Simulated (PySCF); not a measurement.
## Ionising SbO

UHF-CCSD(T); PySCF, scalar-relativistic core potentials, basis sets Sb def2-TZVPPD with ECP28, O def2-TZVPPD. Neutral (UHF): doublet (π ↑), Re = 1.830 Å, ωe = 817 cm⁻¹, De = 3.93 eV.

SbO⁺ (RHF): singlet (closed shell), Re = 1.780 Å, ωe = 910 cm⁻¹, De = 5.19 eV to Sb⁺ + O. The energies at the minima are -314.68523 hartree for SbO and -314.39863 for SbO⁺.

(1) Work out the adiabatic ionisation energy, without and with harmonic zero-point energies (1 hartree = 27.2114 eV, 1 eV = 8065.5 cm⁻¹), and the change of the bond length.

SbO⁻ (ROHF): triplet (π ↑↑), Re = 1.887 Å, ωe = 723 cm⁻¹. The energies at the minima are -314.68523 hartree for SbO and -314.73993 for SbO⁻.

(2) Work out the adiabatic electron affinity, without and with harmonic zero-point energies (1 hartree = 27.2114 eV, 1 eV = 8065.5 cm⁻¹), and the change of the bond length.

Correlated steps freeze 5 core orbitals. UHF and ROHF references stand side by side, which adds small steps between rows. These are scalar-relativistic numbers at best; spin–orbit coupling would shift them, the dissociation energy most. For an ion De counts to the pair picked by the measured ionisation energies or electron affinities, which need not be the lowest pair at this level. Where the molecule has an RHF reference, its open-shell atoms are computed with UHF. The CCSD T1 diagnostic is raised in SbO⁺, a sign that a single reference may not be enough there. States were picked by a PBE0 search and need not be the measured ground states.

Neutral and ion stand on different kinds of reference determinant, which adds to the error of the difference.

## Answers

(1) At CCSD(T): 0.28660 hartree = 7.799 eV between the minima; the zero-point term (910.0 − 817.0)/2 cm⁻¹ = +0.006 eV makes it 7.805 eV. Re changes by -5.0 pm against the neutral. The electron leaves a π orbital, and the shorter bond of the ion fits an antibonding orbital, or a change in how ionic the bond is.

(2) At CCSD(T): 0.05470 hartree = 1.488 eV between the minima; the zero-point term (817.0 − 723.0)/2 cm⁻¹ = +0.006 eV makes it 1.494 eV. Re changes by +5.7 pm against the neutral. The electron enters a π orbital, and the longer bond of the ion fits an antibonding orbital, or a change in how ionic the bond is.
